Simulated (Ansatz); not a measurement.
Two structures of GeH5SBr, closed shell, reached by relaxing down either side of one saddle point (PBE0-D4/def2-TZVP). Energies are electronic, without zero-point energy. Computed with Ansatz 0.2.0 (basis: def2-TZVPP and def2-QZVPP); correlated methods freeze the cores. Filled d shells of the heavier atoms are correlated. The def2 sets are not built for correlating such inner shells, so the correlated values are less sure here. Extrapolation: Hartree–Fock as exp(−7.88 √X), correlation as X^−2.97. First:

| atom | x (Å) | y (Å) | z (Å) |
| --- | --- | --- | --- |
| Ge1 | -1.1947 | 0.1231 | -0.1334 |
| S2 | 0.3160 | -1.1726 | 0.8957 |
| H3 | -0.5290 | 0.8302 | -1.3186 |
| H4 | -1.6331 | 1.1162 | 0.9453 |
| H5 | -2.3667 | -0.7510 | -0.5971 |
| H6 | 1.9532 | 0.3537 | 0.4198 |
| Br7 | 2.8534 | 1.4028 | -0.0157 |
| H8 | 0.6010 | -1.9024 | -0.1959 |

Second:

Ge1  (-0.872, 0.994, -0.603)
S2  (0.789, -1.818, 1.551)
H3  (-1.574, 2.084, -1.421)
H4  (-1.224, 1.079, 0.882)
H5  (-1.115, -0.399, -1.186)
H6  (1.564, -0.812, 1.114)
Br7  (1.400, 1.423, -0.792)
H8  (1.032, -2.551, 0.454)
(Å)

Task: Which bonds change from the first to the second?

Result: GeH₄S ([SH][GeH3]) + HBr → GeH₃Br ([GeH3][Br]) + H₂S; bonds formed: Ge1–Br7, S2–H6; bonds broken: Ge1–S2, H6–Br7.

Task: Give the saddle point's structure and its height above each. (An estimate is asked for; the value comes from the calculation.)

Result: Computed: 1.230 eV above the first and 1.557 eV above the second (CCSD(T) at an estimated basis limit (MP2 extrapolated from triple and quadruple zeta, plus CCSD(T) − MP2 in triple zeta)).
```
8
angstrom
Ge -0.8154 0.4772 -0.2278
S 0.5293 -1.3519 0.9023
H -0.6768 0.9103 -1.6887
H -1.2211 1.4750 0.8529
H -1.9233 -0.6200 -0.2618
H 1.5800 -0.4426 0.7610
Br 1.7254 1.5086 -0.0711
H 0.8022 -1.9566 -0.2669
```

T1 diagnostic: at most 0.012.

Labels in which every atom is bracketed show which atoms are joined, not bond orders.

For scale, one of the runs: CCSD(T)/def2-TZVPP, 208 basis functions, launched by `ansatz run in.yaml --threads 4 --pin off --events-out ev --progress --plain --max-ram 9574MiB`. Time: 2.1 min of wall clock on 4 CPU threads of an Arm Neoverse V1; the host was shared. Peak host memory: 2.7 GiB.
